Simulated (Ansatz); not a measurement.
Wavefunction ladder for `CC[Si](N)(O)F`

```
atom   x (Å)   y (Å)   z (Å)
  C1   0.384  -1.260   1.258
  C2   0.733  -0.919  -0.189
 Si3  -0.251   0.489  -0.883
  N4  -0.176   1.997  -0.090
  O5  -1.803  -0.025  -0.926
  F6   0.306   0.800  -2.351
  H7  -0.667  -1.541   1.355
  H8   0.985  -2.093   1.630
  H9   0.561  -0.410   1.922
 H10   0.577  -1.790  -0.835
 H11   1.795  -0.663  -0.277
 H12  -0.534   2.125   0.841
 H13   0.552   2.657  -0.306
 H14  -2.464   0.633  -1.148
```

The species carries charge 0 and has multiplicity 1. The structure was optimised at the PBE0-D4/def2-TZVP level. It is one conformer, not always the lowest. Frozen core, restricted reference, Ansatz. CBS rows extrapolate triple and quadruple zeta; past MP2 they add the triple-zeta difference.

| basis | HF (Eh) | MP2 corr. |
| --- | --- | --- |
| def2-TZVPP | -598.40992 | -1.17442 |
| def2-QZVPP | -598.43455 | -1.26637 |

(1) Estimate the CCSD correlation energy and the (T) correction in each basis where they were run (hartree).

Answers

(1) 
```tsv
basis	CCSD corr.	(T)
def2-TZVPP	-1.21350	-0.04255
CBS(def2)	-1.37355	as TZ
```
